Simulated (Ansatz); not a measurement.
Dissociation curve of Cr(O)2(Cl)2, SMILES [O]=[Cr](=[O])([Cl])[Cl], singlet. The Cr1–O5 bond (Cr1 also carries Cl, Cl, O; O5 carries nothing else) is pulled apart rigidly from the PBE0/def2-TZVP optimised geometry.

Computed with unrestricted PBE0/def2-TZVP run with Ansatz (a quantum-chemistry and plane-wave program).

Q: Relative to R = 1.54 Å, what are the energies at R = 1.36, 1.66, 1.87, 4.46 Å?

A: 28.5 kcal/mol at 1.36 Å, 8.1 kcal/mol at 1.66 Å, 31.8 kcal/mol at 1.87 Å, 90.8 kcal/mol at 4.46 Å.

The unrestricted determinant behind UKS-PBE0 is spin-contaminated at 1.76 to 4.46 Å (<S²> up to 2.1, against 0.00 for a pure singlet).
